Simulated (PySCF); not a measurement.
CH5FGeO.

```xyz
9

Ge     0.5517     0.0660    -0.3029
F      0.8516     0.8573     1.2221
O     -0.8788    -0.9385    -0.1068
C     -2.1363    -0.3440     0.1381
H      1.7186    -0.8722    -0.5868
H      0.2811     1.1948    -1.3048
H     -2.1858     0.1033     1.1467
H     -2.3759     0.4435    -0.6024
H     -2.9089    -1.1252     0.0665
```

Geometry: ωB97X-D3(BJ)/def2-SVP. The structure was generated by enumeration, and PubChem lists no compound with its InChIKey, so it may never have been made. The values are those of a single conformer.

All values below come from PBE/pcSseg-1 run with PySCF. Non-relativistic, no solvent.

Give the absolute GIAO shielding of each atom: isotropic value and principal components (ppm). (Estimate from the structure and the level; the computed values follow.)


```json
[
 {"atom": "Ge1", "σ(iso)": "1236.4", "σ11": "1190.6", "σ22": "1212.8", "σ33": "1305.8", "span": "115.2"},
 {"atom": "F2", "σ(iso)": "339.7", "σ11": "261.2", "σ22": "357.9", "σ33": "400.1", "span": "138.8"},
 {"atom": "O3", "σ(iso)": "263.4", "σ11": "146.8", "σ22": "304.3", "σ33": "338.9", "span": "192.0"},
 {"atom": "C4", "σ(iso)": "121.4", "σ11": "90.1", "σ22": "95.0", "σ33": "179.1", "span": "89.0"},
 {"atom": "H5", "σ(iso)": "25.6", "σ11": "19.4", "σ22": "20.5", "σ33": "37.1", "span": "17.7"},
 {"atom": "H6", "σ(iso)": "25.4", "σ11": "19.2", "σ22": "20.9", "σ33": "36.2", "span": "17.0"},
 {"atom": "H7", "σ(iso)": "27.0", "σ11": "22.5", "σ22": "24.9", "σ33": "33.7", "span": "11.2"},
 {"atom": "H8", "σ(iso)": "27.4", "σ11": "23.8", "σ22": "24.8", "σ33": "33.7", "span": "9.9"},
 {"atom": "H9", "σ(iso)": "27.2", "σ11": "23.3", "σ22": "24.7", "σ33": "33.5", "span": "10.2"}
]
```
